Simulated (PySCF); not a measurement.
Input for PySCF: R-HF/STO-3G on C2H6Be (SMILES [BeH][CH2]C), a point of a bond scan (R = 3.064 Å).

```python
from pyscf import gto, scf, dft, mp
from pyscf.data.elements import chemcore

mol = gto.M(
    atom='''
    Be   -1.44516997   -0.33871489    0.77011572
    H    -4.30672272   -0.00992435    1.81486363
    C     0.12565595   -0.52296854    0.19841947
    C     0.70149886    0.65782353   -0.61085270
    H     0.16969963   -1.43496437   -0.41255321
    H     0.78521691   -0.73143034    1.05193390
    H     0.72544400    1.57703414   -0.02083937
    H     0.10330796    0.86593489   -1.50107434
    H     1.72340588    0.46491778   -0.94768440
    ''',
    basis='sto-3g',
    charge=0, spin=0, verbose=3, max_memory=1800)
mf = scf.RHF(mol)
mf.conv_tol = 1e-8
mf.max_cycle = 100
mf.kernel()
if not mf.converged:
    mf = mf.newton().run(mf.mo_coeff, mf.mo_occ)
```

The log:

```
converged SCF energy = -92.4362119729673
```

The run converged.

Cost: roughly 0.18 core-seconds.
